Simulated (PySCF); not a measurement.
Energy landscape of Cl2Si, singlet: symmetric bend, bond length relaxed. Scanned: Cl-Si-Cl angle. Other coordinates (Si-Cl bond length) were minimised at PBE0/def2-TZVP.

Calculation: CCSD(T) on RHF/cc-pVTZ, 15 core orbitals frozen (PySCF 2.14.0).

Scanned values (°): 180, 170, 160, 150, 140, 130, 120, 110, 100, 90, 80.

**Question.** At which scan points does the profile have its minima and maxima, and how high do they lie?

**Answer.** Lower than their neighbours: 100° (0.000 eV). Higher than their neighbours: 180° (1.899 eV, end of the scan), 80° (0.650 eV, end of the scan). The whole profile spans 1.899 eV.
